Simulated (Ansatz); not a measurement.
`CC(C)[SiH2]Cl` + `[NH2][GeH3]` → `Cl[SiH2][NH][GeH3]` + propane at 500 K and 1 bar (ligand exchange at the Si–C bond).

Calculated with Ansatz (gas phase, PBE0-D4/def2-TZVP geometries, no zero-point term in ΔE). CCSD(T)/CBS adds triple-zeta CCSD(T) − MP2 to the extrapolated MP2 energy (def2 sets, frozen cores). For Ge outer-core shells are correlated without core-valence functions, which leaves a few kJ/mol of doubt a bond. Scalar relativity is left out up to krypton. One conformer a species, not always the lowest.

```json
{"species": "`CC(C)[SiH2]Cl`", "CCSD(T)/CBS energy (Eh)": "-868.49382", "H − E (kJ/mol)": "347.1", "S (J/(mol·K))": "431.8"}
{"species": "`[NH2][GeH3]`", "CCSD(T)/CBS energy (Eh)": "-2133.81884", "H − E (kJ/mol)": "158.0", "S (J/(mol·K))": "315.9"}
{"species": "`Cl[SiH2][NH][GeH3]`", "CCSD(T)/CBS energy (Eh)": "-2883.36260", "H − E (kJ/mol)": "202.3", "S (J/(mol·K))": "434.2"}
{"species": "`CCC`", "CCSD(T)/CBS energy (Eh)": "-118.98051", "H − E (kJ/mol)": "304.1", "S (J/(mol·K))": "314.1"}
```

H − E and S are ideal-gas, rigid-rotor, harmonic terms from PBE0-D4/def2-TZVP, for one conformer and one mirror image of each species. 1 Eh = 2625.50 kJ/mol, R = 8.31446 J/(mol·K).

Question: By hand: ΔE, ΔH, ΔS and ΔG.

Answer: ΔE = (-2883.36260) + (-118.98051) − (-868.49382) − (-2133.81884) = -0.03045 Eh = -79.9 kJ/mol. Δ(H − E) = 202.3 + 304.1 − 347.1 − 158.0 = 1.3, so ΔH = -78.6 kJ/mol. ΔS = 434.2 + 314.1 − 431.8 − 315.9 = 0.6 J/(mol·K). ΔG = -78.6 − 500 × (0.6)/1000 = -78.9 kJ/mol.

Question: By hand: the equilibrium constant, and the temperature at which ΔG would vanish if ΔH and ΔS stayed fixed.

Answer: log₁₀ K = −ΔG/(RT ln 10) = 8.2. ΔH and −TΔS have one sign here, so there is no such temperature.

The number of gas molecules stays the same, so ΔS is small and ΔH decides. A doubt of 5 kJ/mol in ΔE shifts log₁₀ K by 0.5 here. Other conformers and mirror images would add mixing entropy, several J/(mol·K) or more a flexible species. Modes under 60 cm⁻¹, often nearly free rotors, make the harmonic entropy too high. These are equilibria of isolated gas molecules and say nothing of rates. Largest T1 diagnostic: 0.011 (customary marks: 0.02 for closed shells, 0.045 for open ones).

ΔS is within the doubt of such terms, so its sign, and with it that verdict, could turn.
